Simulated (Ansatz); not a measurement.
An input meant for BiF₃ (charge 0, singlet; atoms displaced at random, 0.15 Å in each coordinate).

```yaml
crystal:
  periodic: [false, false, false]
  atoms:
    - {symbol: Bi, position_ang: [0.835936, -0.403707, 0.508328]}
    - {symbol: F, position_ang: [-1.208814, -0.220397, 1.528071]}
    - {symbol: F, position_ang: [0.698395, 1.417902, -0.486301]}
    - {symbol: F, position_ang: [-0.023899, -1.443701, -0.888182]}
basis:
  gaussian: {orbitals: def2-SVP, final_grid: {core_spheres: 8, valence_spheres: 7, degree: 23}}
magnetization: {spin_polarized: true, initial_magnetization: 1}
hamiltonian: {xc: {name: SVWN5}}
scf: {omitted_lower_state_checks: [starts]}
output: {forces: true}
```

```sh
$ ansatz run in.yaml --threads 4 --pin off --events-out ev --progress --plain --max-ram 3916MiB
```

Output, abridged:

```
Error: a molecule whose nuclei and cores have a total charge of 50 cannot have a net charge of 0 together with 1 unpaired electrons
```

(1) Something in this input is off. What?

Results:

(1) The number of unpaired electrons doesn't fit the electron count. The program refused the input.
